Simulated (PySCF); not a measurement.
Vertical excitations of a molecule C3H6OSi2 from TDDFT-M06-2X/def2-SVPD (PySCF), as energy in eV (oscillator strength): 2.85 (0.001), 5.26 (0.002), 5.57 (0.018), 5.87 (0.142), 6.17 (0.078), 6.24 (0.016), 6.33 (0.029), 6.36 (0.031), 6.52 (0.029), 6.69 (0.011). Lowest triplet (TDA): 2.41 eV. Coordinates come from a PBE0-D3(BJ)/def2-SVP optimisation. Other conformers were not sampled.

Q: Which molecule gave these data?
A. O=C[Si@H]1C=C[SiH2]1
B. C#C[SiH2][SiH2]C=O
C. C#C[Si@H]1OC[SiH2]1
D. C=C=C1[SiH2]O[SiH2]1

A: A, O=C[Si@H]1C=C[SiH2]1
